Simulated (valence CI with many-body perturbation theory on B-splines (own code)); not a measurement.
**Missing levels of Sn⁴⁵⁺**

Computed by configuration interaction combined with many-body perturbation theory (CI+MBPT): three valence electrons over a frozen Dirac-Fock core [He], a basis of 11 s, 11 p, 9 d, 7 f, 5 g, 2 h, 1 i functions for each j, with the one-electron correlation potential Σ1, the two-electron term Σ2, the three-electron term Σ3, Breit, model QED; selected CI, second order for the rest (own B-spline code, finite nucleus).

No measured spectrum was set against this ion. As an estimate, large intervals hold to a few tenths of a per cent, small ones and those within an open d or f shell to about a per cent.

```csv
Level,E (eV)
(2s^2 2p1/2) J=1/2,0.00
(2s 2p1/2^2) J=1/2,145.29
(2s^2 2p3/2) J=3/2,255.72
(2s 2p1/2 2p3/2) J=3/2 [a],357.48
(2s 2p1/2 2p3/2) J=5/2,?
(2s 2p1/2 2p3/2) J=3/2 [b],432.62
(2s 2p1/2 2p3/2) J=1/2,?
(2p1/2^2 2p3/2) J=3/2,590.13
(2s 2p3/2^2) J=5/2,631.50
(2s 2p3/2^2) J=1/2,698.75
(2s 2p3/2^2) J=3/2,699.85
(2p1/2 2p3/2^2) J=3/2,?
(2p1/2 2p3/2^2) J=5/2,835.96
(2p1/2 2p3/2^2) J=1/2,871.10
(2p3/2^3) J=3/2,1103.80
(2s^2 3s) J=1/2,4363.35
(2s^2 3p1/2) J=1/2,?
(2s 2p1/2 3s) J=1/2 [a],4463.04
(2s 2p1/2 3s) J=3/2,?
(2s^2 3p3/2) J=3/2,?
```

Levels are named by their leading jj configuration (3d3/2^4 stands for four electrons in 3d with j = 3/2), which in mixed levels can hold well under half, so a name can repeat and another be missing. Letters in brackets count levels of one name in rising energy.

**Question.** The levels stand in rising order. What does the calculation give for the missing energies?

**Answer.** (2s 2p1/2 2p3/2) J=5/2 386.64; (2s 2p1/2 2p3/2) J=1/2 434.17; (2p1/2 2p3/2^2) J=3/2 817.50; (2s^2 3p1/2) J=1/2 4414.35; (2s 2p1/2 3s) J=3/2 4474.42; (2s^2 3p3/2) J=3/2 4496.29.
